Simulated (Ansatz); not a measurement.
Coupled-cluster diagnostics for GeH2MeCl (CH5ClGe), Ansatz.

Geometry of the singlet (B3LYP-D4/def2-TZVP):

```xyz
8

Ge    0.1181   -0.5515   -0.6875
H    -0.1573    0.0501   -2.0755
H    -0.5373   -1.9356   -0.5510
C    -0.3572    0.6592    0.7692
H    -1.4235    0.8854    0.7294
H     0.2082    1.5853    0.6762
H    -0.1257    0.1943    1.7263
Cl    2.2747   -0.8871   -0.5871
```

Correlated methods freeze 15 core orbitals; core or outer-core shells of Ge are correlated, in sets that lack core-valence functions.

(1) Estimate the CCSD(T) correlation energy, the shares of MP2 and (T), T1 and the reference's ⟨S²⟩ for: charge 0, singlet, own geometry in def2-TZVPP; and the rough time on 4 threads of Intel Xeon on a shared host.

Results:

(1) 
| state | basis | correlation (eV) | MP2 share (%) | (T) share (%) | T1 | ⟨S²⟩ (pure) | wall time |
| --- | --- | --- | --- | --- | --- | --- | --- |
| charge 0, singlet, own geometry | def2-TZVPP | -18.855 | 90.9 | 3.6 | 0.010 | 0.00 (0.00) | 71 s |
Customary marks for T1 are 0.02 (closed shells), 0.045 (open shells) and about 0.05 (3d metals). T1 stays under 0.02 throughout.
